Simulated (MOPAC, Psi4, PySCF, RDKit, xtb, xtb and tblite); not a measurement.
Two geometries of SMILES OB(O)c1ccc(O)cc1 (C6H7BO3), relaxed at GFN2-xTB with one dihedral held; other torsions can differ between them too.

Structure A

```
17

O     -2.8590     0.4905    -0.8059
B     -2.2537     0.0394     0.3133
O     -3.0457    -0.4000     1.3333
C     -0.6757     0.0302     0.3807
C      0.0745     0.9731    -0.3208
C      1.4534     1.0007    -0.2477
C      2.1277     0.0717     0.5360
O      3.4842     0.0585     0.6395
C      1.4011    -0.8810     1.2428
C      0.0236    -0.8889     1.1658
H     -3.8158     0.4619    -0.7629
H     -2.5883    -0.7103     2.1127
H     -0.4433     1.6921    -0.9368
H      2.0148     1.7440    -0.7999
H      3.8588     0.7632     0.0970
H      1.9351    -1.5999     1.8442
H     -0.5211    -1.6441     1.7175
```

Structure B

```
17

O      2.7839     0.5098    -1.2922
B      2.2537     0.0686    -0.1336
O      3.1071    -0.3820     0.8308
C      0.6869     0.1254     0.0746
C     -0.1926    -0.2878    -0.9241
C     -1.5606    -0.2830    -0.7299
C     -2.0906     0.1420     0.4823
O     -3.4306     0.1664     0.7194
C     -1.2317     0.5559     1.4952
C      0.1325     0.5346     1.2889
H      3.7395     0.4453    -1.3291
H      2.7007    -0.6759     1.6440
H      0.2094    -0.6113    -1.8722
H     -2.2250    -0.6092    -1.5204
H     -3.9051    -0.1356    -0.0645
H     -1.6538     0.8851     2.4317
H      0.7851     0.8634     2.0868
```

### Question
Which is lower in energy at the level B3LYP-D3(BJ)/def2-SVP // GFN2-xTB run with Psi4, and by how much?

### Answer
A is lower, by 4.12 kJ/mol (dihedral O1–B2–C4–C5: 30° in A, 45° in B).

E(B) − E(A) in kJ/mol at the other levels, on the same two geometries: GFN2-xTB (xtb and tblite) 2.28; B3LYP/def2-SVP // GFN2-xTB (Psi4) 3.97; PBE/def2-SVP // GFN2-xTB (Psi4) 3.95; PBE-D3(BJ)/def2-SVP // GFN2-xTB (Psi4) 4.03; UFF // GFN2-xTB (RDKit) 6.55; PM7, restricted, heats of formation // GFN2-xTB (MOPAC) 1.24; PM3, restricted, heats of formation // GFN2-xTB (MOPAC) 0.59; GFN1-xTB // GFN2-xTB (xtb) 3.27; restricted B3LYP/6-31G*, spherical d, density fitting // GFN2-xTB (PySCF) 4.25; restricted B3LYP/6-311+G**, spherical d, density fitting // GFN2-xTB (PySCF) 4.35.
